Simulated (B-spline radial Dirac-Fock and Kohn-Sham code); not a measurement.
# Subshell photoionisation cross sections of P²⁺ against photon energy

System: P²⁺, configuration [Ne] 3s2 3p1.

Calculated with a radial atomic solver, using Dirac-Hartree-Slater photoionisation with all multipoles and Dirac-Fock thresholds. Values are in kb; a dash marks an energy below the computed threshold. Values for outer subshells far above threshold carry numerical ripple of a few per cent.

| hν (eV) | 1s | 2p1/2 | 2p3/2 | 3s | 3p3/2 |
| --- | --- | --- | --- | --- | --- |
| 100 | – | – | – | 265 | 131 |
| 150 | – | – | – | 140 | 59.6 |
| 584 | – | 91.2 | 180 | 12.9 | 2.53 |
| 600 | – | 84.6 | 167 | 12.2 | 2.34 |
| 616 | – | 78.5 | 155 | 11.6 | 2.17 |
| 769 | – | 41.5 | 81.7 | 7.45 | 1.16 |
| 1000 | – | 19.0 | 37.3 | 4.36 | 0.566 |
| 3160 | 47.1 | 0.453 | 0.880 | 0.309 | 0.0142 |
| 9251.7 | 2.38 | 0.00938 | 0.0180 | 0.0177 | 0.000296 |
| 12300 | 1.03 | 0.00320 | 0.00609 | 0.00786 | 0.000102 |
| 13400 | 0.797 | 0.00231 | 0.00438 | 0.00614 | 7.35e-05 |
| 40000 | 0.0275 | 3.20e-05 | 5.84e-05 | 0.000226 | 9.84e-07 |
| 70900 | 0.00446 | 3.37e-06 | 5.96e-06 | 3.75e-05 | 1.01e-07 |
| 80000 | 0.00303 | 2.11e-06 | 3.69e-06 | 2.55e-05 | 6.25e-08 |
| 109000 | 0.00113 | 6.39e-07 | 1.10e-06 | 9.53e-06 | 1.85e-08 |

At 109000 eV the multipoles beyond E1 give 28.7 % of 1s, 42.5 % of 2p1/2, 40.6 % of 2p3/2, 28.8 % of 3s, 40.4 % of 3p3/2.
